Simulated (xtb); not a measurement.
F$_{3}$Y (SMILES [F][Y]([F])[F]), singlet, at a GFN2-xTB geometry (such geometries of metal compounds can be far from the true shape); GFN2-xTB run with xtb.

xtb was given this input:
```
$ xtb mol.xyz --gfn 2 --chrg 0 --uhf 0 --json

# file mol.xyz
4

Y      0.06440607    -0.13267464    -0.31224007
F     -1.52788470    -0.68420205     0.52720126
F     -0.08680010     1.74084587    -0.20597742
F      1.33559184    -0.48172038     1.03181646
```

It wrote (shortened):

```
   ID    Z sym.   atoms
    1   39 Y      1
    2    9 F      2-4

           -------------------------------------------------
          |                Calculation Setup                |
           -------------------------------------------------

           -------------------------------------------------
          |                 G F N 2 - x T B                 |
           -------------------------------------------------

          ...................................................
          :                      SETUP                      :
          :.................................................:
          :  # basis functions                  22          :
          :  # atomic orbitals                  21          :
          :  # shells                            9          :
          :  # electrons                        24          :
          :  max. iterations                   250          :
          :  Hamiltonian                  GFN2-xTB          :
          :  restarted?                      false          :
          :  GBSA solvation                  false          :
          :  PC potential                    false          :
          :  electronic temp.          300.0000000     K    :
          :  accuracy                    1.0000000          :
          :  -> integral cutoff          0.2500000E+02      :
          :  -> integral neglect         0.1000000E-07      :
          :  -> SCF convergence          0.1000000E-05 Eh   :
          :  -> wf. convergence          0.1000000E-03 e    :
          :  Broyden damping             0.4000000          :
          :  net charge                          0          :
          :  unpaired electrons                  0          :
          ...................................................

 iter      E             dE          RMSdq      gap      omega  full diag
   1      5.3095158  0.530952E+01  0.566E+01    0.32       0.0  T
   2    -13.8593757 -0.191689E+02  0.287E+01   35.24       1.0  T
   3    -14.3761620 -0.516786E+00  0.212E+01   19.97       1.0  T
   4    -14.6402955 -0.264133E+00  0.187E+01   15.09       1.0  T
   5    -14.4886586  0.151637E+00  0.175E+01   17.85       1.0  T
   6      5.9084338  0.203971E+02  0.633E+01    0.31       1.0  T
   7    -15.5717578 -0.214802E+02  0.404E+00    1.68       1.0  T
   8    -15.5011981  0.705596E-01  0.125E+01    4.53       1.0  T
   9    -15.5388320 -0.376338E-01  0.892E+00    4.09       1.0  T
  10    -15.5180122  0.208197E-01  0.746E+00    4.40       1.0  T
  11    -15.4405497  0.774625E-01  0.764E+00    5.32       1.0  T
  12    -15.5924334 -0.151884E+00  0.507E+00    3.30       1.0  T
  13    -15.6127150 -0.202816E-01  0.209E+00    2.17       1.0  T
  14    -15.6148145 -0.209944E-02  0.202E+00    2.24       1.0  T
  15    -15.6175101 -0.269567E-02  0.966E-01    2.40       1.0  T
  16    -15.6150498  0.246036E-02  0.109E+00    2.77       1.0  T
  17    -15.6166663 -0.161651E-02  0.737E-01    2.68       1.0  T
  18    -15.6180096 -0.134336E-02  0.148E-01    2.51       1.0  T
  19    -15.6180047  0.493095E-05  0.109E-01    2.50       1.0  T
  20    -15.6180034  0.131018E-05  0.124E-01    2.52       1.0  T
  21    -15.6179947  0.870097E-05  0.756E-02    2.53       1.0  T
  22    -15.6180096 -0.148963E-04  0.141E-02    2.52       3.6  T
  23    -15.6180101 -0.467654E-06  0.414E-03    2.52      12.1  T
  24    -15.6180102 -0.899712E-07  0.856E-04    2.51      58.4  T
  25    -15.6180102 -0.519496E-08  0.136E-04    2.51     367.7  T

   *** convergence criteria satisfied after 25 iterations ***

         :::::::::::::::::::::::::::::::::::::::::::::::::::::
         ::                     SUMMARY                     ::
         :::::::::::::::::::::::::::::::::::::::::::::::::::::
         :: total energy             -15.602149147367 Eh    ::
         :: gradient norm              0.000016191092 Eh/a0 ::
         :: HOMO-LUMO gap              2.513744996834 eV    ::
         ::.................................................::
         :: SCC energy               -15.618010035061 Eh    ::
         :: -> isotropic ES            0.073224505491 Eh    ::
         :: -> anisotropic ES          0.003834741911 Eh    ::
         :: -> anisotropic XC         -0.008228361220 Eh    ::
         :: -> dispersion             -0.001718455837 Eh    ::
         :: repulsion energy           0.015860887694 Eh    ::
         :: add. restraining           0.000000000000 Eh    ::
         :: total charge              -0.000000000000 e     ::
         :::::::::::::::::::::::::::::::::::::::::::::::::::::

           -------------------------------------------------
          |                Property Printout                |
           -------------------------------------------------

    * Orbital Energies and Occupations

         #    Occupation            Energy/Eh            Energy/eV
      -------------------------------------------------------------
         1        2.0000           -0.9492322             -25.8299
         2        2.0000           -0.8674922             -23.6057
         3        2.0000           -0.8674922             -23.6057
         4        2.0000           -0.5912519             -16.0888
         5        2.0000           -0.5424608             -14.7611
         6        2.0000           -0.5368963             -14.6097
         7        2.0000           -0.5368963             -14.6097
         8        2.0000           -0.5325664             -14.4919
         9        2.0000           -0.5325664             -14.4919
        10        2.0000           -0.5304754             -14.4350
        11        2.0000           -0.5304754             -14.4350
        12        2.0000           -0.5290202             -14.3954 (HOMO)
        13                         -0.4366418             -11.8816 (LUMO)
        14                         -0.4308102             -11.7229
        15                         -0.4308102             -11.7229
        16                         -0.4109966             -11.1838
        17                         -0.4109966             -11.1838
        18                         -0.3230200              -8.7898
        19                          0.2556963               6.9579
        20                          0.2694972               7.3334
        21                          0.2694972               7.3334
      -------------------------------------------------------------
                  HL-Gap            0.0923784 Eh            2.5137 eV
             Fermi-level           -0.4828310 Eh          -13.1385 eV

     #   Z          covCN         q      C6AA      α(0)
     1  39 Y        1.887     0.733   819.010    97.987
     2   9 F        0.629    -0.244    11.735     4.042
     3   9 F        0.629    -0.244    11.735     4.042
     4   9 F        0.629    -0.244    11.735     4.042

 Mol. C6AA /au·bohr⁶  :       1371.064344
 Mol. C8AA /au·bohr⁸  :     183462.202460
 Mol. α(0) /au        :        110.113002

Wiberg/Mayer (AO) data.
largest (>0.10) Wiberg bond orders for each atom

 ---------------------------------------------------------------------------
     #   Z sym  total        # sym  WBO       # sym  WBO       # sym  WBO
 ---------------------------------------------------------------------------
     1  39 Y    3.182 --     2 F    1.061     4 F    1.061     3 F    1.061
     2   9 F    1.245 --     1 Y    1.061
     3   9 F    1.245 --     1 Y    1.061
     4   9 F    1.245 --     1 Y    1.061
 ---------------------------------------------------------------------------

Topologies differ in total number of bonds
Writing topology from bond orders to xtbtopo.mol

molecular dipole:
                 x           y           z       tot (Debye)
 q only:        0.218      -0.449      -1.057
   full:        0.436      -0.897      -2.112       5.936
molecular quadrupole (traceless):
                xx          xy          yy          xz          yz          zz
 q only:       -1.507      -0.362      -0.938      -0.851       1.754       2.445
  q+dip:       -2.239      -0.538      -1.393      -1.265       2.606       3.632
   full:       -2.898      -0.696      -1.803      -1.637       3.372       4.700

           -------------------------------------------------
          | TOTAL ENERGY              -15.602149147367 Eh   |
          | GRADIENT NORM               0.000016191092 Eh/α |
          | HOMO-LUMO GAP               2.513744996834 eV   |
           -------------------------------------------------

normal termination of xtb
```
